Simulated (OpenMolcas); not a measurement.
Pr4+ with 6 ligands (fluoride) in tetragonal octahedral coordination (D4h). The axial distance is 1.13 times the equatorial one, R.

```
Program             : OpenMolcas 26.06
Method              : CASSCF
Basis               : ANO-RCC-VTZP [8s7p5d3f2g1h]
Scalar Hamiltonian  : DKH2, point nucleus
Active space        : 1 electron in 7 orbitals (4f)
State averaging     : 2S+1 = 2 odd, 7 roots
Spin-orbit coupling : state interaction with AMFI integrals over the reference wave functions
```

All ligands move together. At R = 2.04 Å the width of the lowest J multiplet is 2063 cm-1, and at R = 2.23 Å it is 1457 cm-1.

A third run gives 1646 cm-1. What distance was it run at?

With a power law R^-n the two known points give n = -ln(1457 / 2063) / ln(2.23 / 2.04) = 3.91. Then R = 2.04 × (2063 / 1646)^(1/3.91) = 2.161 Å. The run was at 2.16 Å, so the estimate is off by +0.001 Å.

No measured value stands beside these numbers; the geometry was imposed, not optimised, and the real ion may take another.
